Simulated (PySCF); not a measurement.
**Two-photon absorption: SMILES B1N(C)C=CC=C1, C5H8BN**

Molfile (atoms numbered from 1):
```
C5H8BN
     RDKit          3D

 15 15  0  0  0  0  0  0  0  0999 V2000
   -2.1831   -0.3288    0.0307 C   0  0  0  0  0  0  0  0  0  0  0  0
   -0.7322   -0.2592   -0.0002 N   0  0  0  0  0  0  0  0  0  0  0  0
    0.0899   -1.4183    0.2330 B   0  0  0  0  0  0  0  0  0  0  0  0
    1.5862   -1.2009    0.1707 C   0  0  0  0  0  0  0  0  0  0  0  0
    2.0609    0.0612   -0.0985 C   0  0  0  0  0  0  0  0  0  0  0  0
    1.1750    1.1485   -0.3160 C   0  0  0  0  0  0  0  0  0  0  0  0
   -0.1789    0.9568   -0.2606 C   0  0  0  0  0  0  0  0  0  0  0  0
   -2.4895   -1.3568    0.2541 H   0  0  0  0  0  0  0  0  0  0  0  0
   -2.5945    0.3364    0.8063 H   0  0  0  0  0  0  0  0  0  0  0  0
   -2.6138   -0.0375   -0.9404 H   0  0  0  0  0  0  0  0  0  0  0  0
   -0.4730   -2.4641    0.4584 H   0  0  0  0  0  0  0  0  0  0  0  0
    2.3098   -2.0056    0.3309 H   0  0  0  0  0  0  0  0  0  0  0  0
    3.1374    0.2605   -0.1522 H   0  0  0  0  0  0  0  0  0  0  0  0
    1.5577    2.1477   -0.5292 H   0  0  0  0  0  0  0  0  0  0  0  0
   -0.8746    1.7849   -0.4259 H   0  0  0  0  0  0  0  0  0  0  0  0
  1  2  1  0
  2  3  1  0
  3  4  1  0
  4  5  2  0
  5  6  1  0
  6  7  2  0
  7  2  1  0
  1  8  1  0
  1  9  1  0
  1 10  1  0
  3 11  1  0
  4 12  1  0
  5 13  1  0
  6 14  1  0
  7 15  1  0
M  END
```

The calculation used TDDFT CAM-B3LYP/aug-cc-pVDZ excited states, vertical, gas phase (PySCF). Geometry: PBE0-D3(BJ)/def2-SVP.

Problem. How strongly do the lowest singlets absorb one photon, and two photons of half the energy?

Solution. δ for parallel linear polarisation; σ at the peak of a Lorentzian of half width 0.1 eV, single beam; Ω is circular over linear.
| state | E (eV) | f | photon λ (nm) | δ (au) | σ (GM) | Ω | main |
| --- | --- | --- | --- | --- | --- | --- | --- |
| S1 | 4.91 | 0.176 | 505 | 30.4 | 0.27 | 0.20 | HOMO→LUMO 0.91 |
| S2 | 5.61 | 0.003 | 442 | 220 | 2.53 | 1.50 | HOMO→LUMO+1 0.77, HOMO→LUMO+2 0.12 |
| S3 | 5.91 | 0.064 | 420 | 100 | 1.28 | 0.43 | HOMO→LUMO+4 0.48, HOMO→LUMO+7 0.23 |
| S4 | 6.15 | 0.009 | 403 | 12.4 | 0.17 | 1.50 | HOMO→LUMO+2 0.72, HOMO→LUMO+3 0.11 |
| S5 | 6.28 | 0.028 | 395 | 35.7 | 0.51 | 1.50 | HOMO→LUMO+3 0.72, HOMO→LUMO+2 0.08 |
| S6 | 6.51 | 0.096 | 381 | 154 | 2.40 | 1.05 | HOMO→LUMO+4 0.42, HOMO−1→LUMO 0.25 |

Among these, the strongest one-photon state is S1, the strongest two-photon state S2, with a dipole change of 6.8 D (relaxed, norm of the difference vector).
